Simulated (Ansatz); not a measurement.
Pulling on the C2–H3 bond in CH5NSi (SMILES C[Si]N) (multiplicity 1 held, fragments rigid). Energies count from the point at 1.093 Å.
Geometry at that point (charge 0, multiplicity 1):
```
atom    x (Å)    y (Å)    z (Å)
----  -------  -------  -------
Si    -0.2770  -0.0299   0.6534
C      0.5814   1.3396  -0.3708
H      0.1332   2.3155  -0.1673
H      0.5786   1.1721  -1.4515
H      1.6258   1.4080  -0.0421
N     -0.2193  -1.2951  -0.5031
H      0.1577  -1.2308  -1.4393
H     -0.5711  -2.2185  -0.3004
```

Signs of static correlation in cc-pV(D+d)Z, with CASSCF(2,2), from Ansatz (a first-principles code) runs.

```json
[
 {"R (Å)": "0.874", "T1 of restricted CCSD": "0.015", "⟨S²⟩ of UHF": "0.000", "largest double amplitude of restricted CCSD": "0.082", "weight of the CASSCF reference in MRCISD": "0.878", "CASSCF natural occupations": "1.99 0.01"},
 {"R (Å)": "0.984", "T1 of restricted CCSD": "0.015", "⟨S²⟩ of UHF": "0.000", "largest double amplitude of restricted CCSD": "0.082", "weight of the CASSCF reference in MRCISD": "0.878", "CASSCF natural occupations": "1.99 0.01"},
 {"R (Å)": "1.093", "T1 of restricted CCSD": "0.015", "⟨S²⟩ of UHF": "0.000", "largest double amplitude of restricted CCSD": "0.082", "weight of the CASSCF reference in MRCISD": "0.877", "CASSCF natural occupations": "1.98 0.02"},
 {"R (Å)": "1.202", "T1 of restricted CCSD": "0.015", "⟨S²⟩ of UHF": "0.000", "largest double amplitude of restricted CCSD": "0.083", "weight of the CASSCF reference in MRCISD": "0.877", "CASSCF natural occupations": "1.98 0.02"},
 {"R (Å)": "1.312", "T1 of restricted CCSD": "0.015", "⟨S²⟩ of UHF": "0.000", "largest double amplitude of restricted CCSD": "0.083", "weight of the CASSCF reference in MRCISD": "0.877", "CASSCF natural occupations": "1.97 0.03"},
 {"R (Å)": "1.476", "T1 of restricted CCSD": "0.016", "⟨S²⟩ of UHF": "0.000", "largest double amplitude of restricted CCSD": "0.082", "weight of the CASSCF reference in MRCISD": "0.877", "CASSCF natural occupations": "1.94 0.06"},
 {"R (Å)": "1.640", "T1 of restricted CCSD": "0.017", "⟨S²⟩ of UHF": "0.000", "largest double amplitude of restricted CCSD": "0.077", "weight of the CASSCF reference in MRCISD": "0.877", "CASSCF natural occupations": "1.91 0.09"},
 {"R (Å)": "1.913", "T1 of restricted CCSD": "0.020", "⟨S²⟩ of UHF": "0.537", "largest double amplitude of restricted CCSD": "[?]", "weight of the CASSCF reference in MRCISD": "0.877", "CASSCF natural occupations": "1.83 0.17"},
 {"R (Å)": "2.186", "T1 of restricted CCSD": "0.026", "⟨S²⟩ of UHF": "0.797", "largest double amplitude of restricted CCSD": "0.260", "weight of the CASSCF reference in MRCISD": "0.877", "CASSCF natural occupations": "1.71 0.29"},
 {"R (Å)": "2.514", "T1 of restricted CCSD": "0.036", "⟨S²⟩ of UHF": "0.927", "largest double amplitude of restricted CCSD": "[?]", "weight of the CASSCF reference in MRCISD": "0.877", "CASSCF natural occupations": "1.54 0.46"},
 {"R (Å)": "2.951", "T1 of restricted CCSD": "0.051", "⟨S²⟩ of UHF": "0.987", "largest double amplitude of restricted CCSD": "0.584", "weight of the CASSCF reference in MRCISD": "0.878", "CASSCF natural occupations": "1.32 0.68"},
 {"R (Å)": "3.498", "T1 of restricted CCSD": "0.063", "⟨S²⟩ of UHF": "1.007", "largest double amplitude of restricted CCSD": "0.755", "weight of the CASSCF reference in MRCISD": "0.878", "CASSCF natural occupations": "1.15 0.85"}
]
```

What belongs in the gaps?


- 1.913, largest double amplitude of restricted CCSD: 0.114
- 2.514, largest double amplitude of restricted CCSD: 0.407

Doubts at one or more of the structures used: a restricted determinant that unrestricted orbitals would lower (R-CCSD(T)/cc-pV(D+d)Z); other coupled-cluster roots lie near (R-CCSD(T)/cc-pV(D+d)Z); T1 above 0.05 (R-CCSD(T)/cc-pV(D+d)Z, U-CCSD(T)/cc-pV(D+d)Z); a spin-contaminated determinant (U-CCSD(T)/cc-pV(D+d)Z).
